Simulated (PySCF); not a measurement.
Computed with PySCF with TPSSh-D3(BJ)/def2-TZVP // TPSS-D3(BJ)/def2-SVP. All species are isolated molecules in the gas phase. 

Reference species: [Ti(Cl)4]- (charge -1, multiplicity 2).

```json
{
  "highest_occupied_spin_orbital": "-0.64 eV",
  "mean_distance_from_the_central_atom_to_its_bonded_neighbours": "2.287 Å",
  "charge on the central atom (Mulliken)": "1.03 e"
}
```

Changed species: [Ni(Cl)4]- (excited doublet) (M = Ni, multiplicity 2; the reference has M = Ti, multiplicity 2).

Question: What does the change do to the highest occupied spin orbital, mean distance from the central atom to its bonded neighbours and charge on the central atom (Mulliken)?

Answer: the highest occupied spin orbital falls by 2.33 eV, to -2.97 eV; the mean distance from the central atom to its bonded neighbours falls by 0.102 Å, to 2.185 Å; the charge on the central atom (Mulliken) falls by 0.51 e, to 0.52 e.
